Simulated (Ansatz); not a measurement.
TaSi₂⁺, relaxed as a singlet with RKS B3LYP-D4/def2-TZVP in Ansatz, starting from the GFN1-xTB geometry. Force threshold 0.02 eV/Å.

In the def2 sets Ta takes a core potential; there is no spin–orbit coupling. The restricted singlet is unstable towards broken spin symmetry at other levels; at B3LYP-D4/def2-TZVP this wasn't settled. The relaxation made no stability test and no search for a lower SCF solution. At B3LYP-D4/def2-TZVP a triplet of charge 1 lies 0.64 eV below the restricted singlet, each at its own geometry. The structure comes from a short search, and lower isomers may exist.

Start:

```xyz
3

Ta   -0.8499   -0.8010   -0.9097
Si   -0.3425    0.1638    1.3798
Si    1.1924    0.6372   -0.4701
```

```json
{"step": "1", "energy (eV)": "-17296.5966", "largest force component (eV/Å)": "2.627", "SCF passes": "85"}
{"step": "2", "energy (eV)": "-17296.6319", "largest force component (eV/Å)": "3.442", "SCF passes": "54"}
{"step": "3", "energy (eV)": "-17296.8491", "largest force component (eV/Å)": "0.290", "SCF passes": "47"}
{"step": "4", "energy (eV)": "-17296.8511", "largest force component (eV/Å)": "0.016", "SCF passes": "42"}
{"step": "5", "energy (eV)": "-17296.8511", "largest force component (eV/Å)": "0.006", "SCF passes": "38"}
{"step": "6", "energy (eV)": "-17296.8511", "largest force component (eV/Å)": "0.004", "SCF passes": "35"}
{"step": "7", "energy (eV)": "-17296.8511", "largest force component (eV/Å)": "0.002", "SCF passes": "34"}
```

Force components are those of the run's own axes.

End:

```xyz
3

Ta   -0.795   -0.746   -0.839
Si   -0.362    0.136    1.326
Si    1.156    0.609   -0.486
```

By distances, no bond broke or formed. The bond that changes most is Ta1–Si2, from 2.54 to 2.38 Å (atoms count from 1).

The force fell under the threshold at step 4, but the optimiser went on. No frequencies were taken in this run, so the end may be a saddle point.

Hardware: 4 threads of Arm Neoverse V1 on a shared host. Wall time 10 s.
